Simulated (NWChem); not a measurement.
# CdNH3; SMILES [NH2][CdH]

Program: NWChem. The geometry was optimised at PBE0/def2-SVP. No frequency run checked for a minimum. def2 effective core potentials on Cd; no spin-orbit coupling. Ions are spin-unrestricted doublets at the neutral geometry; other ion states weren't tried.

### Question
What does the run give for PBE/def2-SVP? Quantities: vertical ionisation energy, ΔSCF (eV); −ε(HOMO) (eV).

### Answer
The vertical ionisation energy, ΔSCF (eV) comes out as 8.82 and the −ε(HOMO) (eV) is 5.05.
